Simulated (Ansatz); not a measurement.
Calculated with Ansatz (gas phase, PBE0-D4/def2-TZVP geometries, no zero-point term in ΔE). CBS: MP2 limit from def2 TZ/QZ plus the TZ coupled-cluster correction, frozen cores. Functionals use def2-TZVPP. For Ga outer-core shells are correlated without core-valence functions, which leaves a few kJ/mol of doubt a bond. Scalar relativity is left out up to krypton. One conformer a species, not always the lowest.

Reaction (substitution at a C–C bond): `CCC(C)CO` + `[OH][GaH2]` → `CC[O][GaH2]` + `CCCO`

```tsv
species	B97M-V energy (Eh)
`CCC(C)CO`	-273.07012
`[OH][GaH2]`	-2001.53852
`CC[O][GaH2]`	-2080.17992
`CCCO`	-194.40951
```

Work out ΔE.

ΔE = (-2080.17992) + (-194.40951) − (-273.07012) − (-2001.53852) = 0.01921 Eh = +12.1 kcal/mol. CCSD(T)/CBS gives +13.7 kcal/mol.

Largest T1 diagnostic among the species: 0.015.

The D4 term adds +1.1 kcal/mol with B3LYP and +0.7 kcal/mol with PBE0; it sums over pairs of atoms, weighted by their polarisabilities, and B3LYP, whose exchange is more repulsive, gets the larger term. Leaving LDA and LC-ωPBE aside and taking each functional with its dispersion term where it has one, the values, not all of them listed here, spread over 3.3 kcal/mol, from BLYP-D4 to PBE-QIDH. LDA lies +1.8 kcal/mol from PBE without D4. From BLYP to BHLYP (50 % exact exchange), in def2-TZVPP and without D4, ΔE moves by +1.7 kcal/mol.

B3LYP here is the variant with VWN-RPA as its local correlation; programs differ in this.
